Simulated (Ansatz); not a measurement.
# One elementary step

Start structure (BSiH$_{5}$Cl$_{2}$O, closed shell), relaxed at PBE0-D4/def2-TZVP:

| atom | x (Å) | y (Å) | z (Å) |
| --- | --- | --- | --- |
| B1 | -0.1419 | -0.6328 | -0.0914 |
| Si2 | 1.2980 | 0.7903 | -0.0942 |
| Cl3 | -0.5206 | -1.3376 | -1.7386 |
| Cl4 | 0.0318 | -1.8913 | 1.2274 |
| H5 | -2.1953 | -0.1004 | -0.4245 |
| O6 | -1.5898 | 0.0841 | 0.3122 |
| H7 | 0.9947 | 1.8644 | -1.0830 |
| H8 | 1.4290 | 1.4295 | 1.2466 |
| H9 | 2.6072 | 0.1813 | -0.4520 |
| H10 | -1.9133 | -0.3876 | 1.0973 |

The step: BSiH₃Cl₂ ([SiH3][B]([Cl])[Cl]) + H₂O → BHCl₂O ([OH][B]([Cl])[Cl]) + SiH₄; bonds formed: Si2–H5; dative contacts that become bonds: B1–O6; bonds broken: B1–Si2, H5–O6. Program: Ansatz 0.2.0. Basis: def2-TZVPP and def2-QZVPP. Cores are frozen in the correlated methods. Extrapolation: Hartree–Fock as exp(−7.88 √X), correlation as X^−2.97. Energies below are by CCSD(T) at an estimated basis limit (MP2 extrapolated from triple and quadruple zeta, plus CCSD(T) − MP2 in triple zeta).

Problem. What are the electronic barrier and the energy of the step, from the start structure to the end structure? (To be estimated.)

Solution. By the calculation: Barrier 128.6 kJ/mol; step energy -110.5 kJ/mol (downhill); reverse barrier, their difference, 239.1 kJ/mol. Barrier and step energy count from the start structure, the reverse barrier from the end structure.

The saddle point: One imaginary mode of 1365i cm⁻¹.
```csv
pair,start (Å),saddle (Å),end (Å)
B1–O6,1.67,1.55,1.34
Si2–H5,3.62,1.90,1.49
B1–Si2,2.02,2.22,3.88
H5–O6,0.97,1.23,3.23
```

Zero-point energy (harmonic, PBE0-D4): ZPE is 149.7 kJ/mol at the start and 137.7 kJ/mol at the saddle, so the barrier goes from 128.6 to 116.6 kJ/mol.

No T1 diagnostic of these runs exceeds 0.012.

Labels in which every atom is bracketed show which atoms are joined, not bond orders.

For scale, one of the runs: CCSD(T)/def2-TZVPP, 258 basis functions, launched by `ansatz run in.yaml --threads 8 --pin off --events-out ev --progress --plain --max-ram 19148MiB`. Time: 75 s of wall clock on 8 CPU threads of an Intel Xeon Platinum 8175M; the host was shared. Peak host memory: 5.6 GiB.
